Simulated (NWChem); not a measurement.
System: CH8O2Si3; SMILES O[Si@]1([SiH3])OC[SiH2]1

The following NWChem deck was run.

```
start job
memory heap 200 mb stack 900 mb global 1100 mb
geometry units angstroms noautoz
  O      1.971153    -0.756800     0.321362
  Si     0.403962    -0.279595     0.006424
  Si    -0.811926    -2.288947     0.087243
  O      0.251881     0.568724    -1.452644
  C     -0.363572     1.857144    -1.144262
  Si    -0.457912     1.762319     0.793229
  H      2.651197    -0.069526     0.253098
  H     -0.673093    -2.924654     1.427235
  H     -0.353565    -3.250526    -0.953169
  H     -2.256172    -1.998368    -0.138548
  H     -1.340072     1.920277    -1.638018
  H      0.269088     2.656943    -1.545722
  H      0.424363     2.736821     1.499264
  H     -1.828883     1.864125     1.369220
end
basis spherical
  O library def2-svp
  Si library def2-svp
  C library def2-svp
  H library def2-svp
end
dft
  xc xpbe96 cpbe96
  iterations 150
  vectors input atomic output neutral.movecs
end
task dft energy
charge 1
dft
  odft
  mult 2
  vectors input atomic output cation.movecs
end
task dft energy
```

Structure relaxed at the B3LYP/6-31G* (spherical d) level.

Ions are spin-unrestricted doublets at the neutral geometry; other ion states weren't tried.

Task: Predict the main results of this run. (PBE/def2-SVP, vertical spin-unrestricted ions.) Quantities: vertical ionisation energy, ΔSCF (eV); −ε(HOMO) (eV).

Result: 
```
Property                               Result
-------------------------------------  ------
vertical ionisation energy, ΔSCF (eV)    8.52
−ε(HOMO) (eV)                            5.91
```
